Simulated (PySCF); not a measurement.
An unknown shows these calculated signals:

$^{1}$H NMR (500 MHz, computed): δ 5.37 (m, 2H), 5.16 (m, 2H), 4.34 (s, 3H), 1.81 (s, 3H).

$^{13}$C{$^{1}$H} NMR (computed): δ 150.9 (C), 141.3 (C), 88.4 (CH2), 87.1 (CH2), 17.4 (CH3).

- σ from GIAO-PBE0/pcSseg-1
- GFN2-xTB structure
- run in PySCF 2.14.0 with density-fitted response routines
- non-relativistic Hamiltonian, single conformer, averaged over atoms made equivalent by symmetry, fast rotation or ring inversion, in vacuum

References, each an isolated molecule treated in the same way: $^{1}$H (σref 31.72), $^{13}$C (σref 186.93) against TMS.

**Question.** Which of these does the molecule contain: a Si–H bond, a (CH3)2CH unit, a ketone, a C≡C triple bond, a non-aromatic C=C double bond?

**Answer.** 
- A Si–H bond: yes (δH 4.34 (s)).
- A (CH3)2CH unit: no.
- A ketone: no.
- A C≡C triple bond: no.
- A non-aromatic C=C double bond: yes.

The data belong to `C/C(CF)=C(/[SiH3])CF`, C5H10F2Si; they needn't prove each group on their own.

Carbon signals by region: 2 in the sp2 and nitrile region (100–160 ppm), 2 at 50–100 ppm, 1 below 50 ppm.

Splittings by $^{19}$F in the carbon and heteronuclear signals aren't shown, as no couplings were computed. Shifts are as computed. Against solution values, carbons near 30 ppm lie about +3 ppm off and those near 130 ppm about +5 ppm. Of 1309 compounds with measured shifts, 239 miss one by over three times the rms of a fit or turn the order of signals round; such compounds aren't used in these exercises. No couplings were computed; multiplicities are counted from neighbouring protons, with m where these are inequivalent, close in shift, in a saturated or five-membered ring or joined by F or P, and br s for small geminal =CH2 splittings.
